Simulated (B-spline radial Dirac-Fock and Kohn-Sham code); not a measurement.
Calculated with a radial B-spline solver, using Dirac-Fock orbitals of the configuration average with a finite nucleus.

Question: This computed X-ray form factor belongs to an atom or ion in its tabulated ground configuration. Which?

```tsv
sin θ/λ (Å⁻¹)	f₀
0.25	13.904
0.4	13.758
0.45	13.695
0.7	13.283
0.8	13.078
1	12.611
1.1	12.354
1.6	10.938
5	4.768
```

Answer: Ta⁵⁹⁺, with 14 electrons in [Ne] 3s2 3p2. f₀ tends to the number of electrons as s goes to zero, which the first rows give only roughly, and the rate of fall reflects the nuclear charge, 73.

Question: This computed X-ray form factor belongs to an atom or ion in its tabulated ground configuration. Which?

```tsv
sin θ/λ (Å⁻¹)	f₀
0.05	36.925
0.1	36.700
0.2	35.827
0.5	30.715
0.6	28.607
1	20.987
2	11.143
3	6.388
6	2.999
```

Answer: Eu²⁶⁺, with 37 electrons in [Kr] 4d1. f₀ tends to the number of electrons as s goes to zero, which the first rows give only roughly, and the rate of fall reflects the nuclear charge, 63.

Question: This computed X-ray form factor belongs to an atom or ion in its tabulated ground configuration. Which?

| sin θ/λ (Å⁻¹) | f₀ |
| --- | --- |
| 0.1 | 49.627 |
| 0.3 | 46.797 |
| 0.35 | 45.721 |
| 0.6 | 38.968 |
| 0.7 | 35.976 |
| 1.1 | 25.312 |
| 1.4 | 20.061 |
| 1.6 | 17.767 |
| 5 | 4.924 |

Answer: Pt²⁸⁺, with 50 electrons in [Kr] 4d10 4f4. f₀ tends to the number of electrons as s goes to zero, which the first rows give only roughly, and the rate of fall reflects the nuclear charge, 78.
